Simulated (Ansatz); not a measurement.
Consider the redistribution: `[CH3][Al]([SiH3])[Br]` + `[F][Zn][CH2]Cl` → `[CH3][Al]([Cl])[Br]` + `[F][Zn][CH2][SiH3]`.

Computed with Ansatz on PBE0-D4/def2-TZVP structures; ΔE is electronic, products minus reactants. CCSD(T)/CBS is the MP2 limit (def2-TZVPP, def2-QZVPP) plus CCSD(T) − MP2 in def2-TZVPP, frozen cores. Functionals use def2-TZVPP. For Br, Zn outer-core shells are correlated without core-valence functions, which leaves a few kJ/mol of doubt a bond. Scalar relativity is left out up to krypton. One conformer a species, not always the lowest.

`[CH3][Al]([SiH3])[Br]`:

Z-matrix (Å, degrees):
```
C
Al 1 1.943
H 1 1.095 2 110.5
H 1 1.095 2 110.5 3 -117.7
H 1 1.092 2 112.4 3 121.2
Si 2 2.450 1 125.2 3 58.6
Br 2 2.272 1 118.2 3 -121.4
H 6 1.492 2 110.5 1 -59.0
H 6 1.488 2 112.6 1 180.0
H 6 1.492 2 110.4 1 59.0
```

`[F][Zn][CH2]Cl`:

Cartesian coordinates in Å:
```
F -1.006 -0.631 2.730
Zn -0.353 -0.316 1.139
C 0.345 0.049 -0.619
Cl -0.682 1.288 -1.404
H 0.336 -0.832 -1.259
H 1.360 0.442 -0.587
```

`[CH3][Al]([Cl])[Br]`:

Cartesian coordinates in Å:
```
C 0.089 -0.736 -0.652
Al -0.076 0.713 0.612
Cl 0.757 2.589 0.213
Br -1.158 0.489 2.570
H -0.398 -1.644 -0.293
H -0.357 -0.456 -1.610
H 1.143 -0.956 -0.841
```

`[F][Zn][CH2][SiH3]`:

Cartesian coordinates in Å:
```
F -2.286 -1.767 -2.167
Zn -0.914 -1.011 -1.381
C 0.589 -0.187 -0.528
Si 0.162 0.669 1.073
H 1.340 -0.963 -0.349
H 1.021 0.531 -1.233
H -0.855 1.731 0.837
H 1.353 1.302 1.703
H -0.411 -0.305 2.043
```

```
                species  PBE-D4 energy (Eh)
`[CH3][Al]([SiH3])[Br]`         -3147.16296
       `[F][Zn][CH2]Cl`         -2378.25449
  `[CH3][Al]([Cl])[Br]`         -3316.12134
   `[F][Zn][CH2][SiH3]`         -2209.38093
```

Task: Work out ΔE.

Result: ΔE = (-3316.12134) + (-2209.38093) − (-3147.16296) − (-2378.25449) = -0.08482 Eh = -2.31 eV. CCSD(T)/CBS gives -2.57 eV.

Largest T1 diagnostic among the species: 0.015.

From PBE to PBE0 (25 % exact exchange), in def2-TZVPP and without D4, ΔE moves by −0.12 eV.
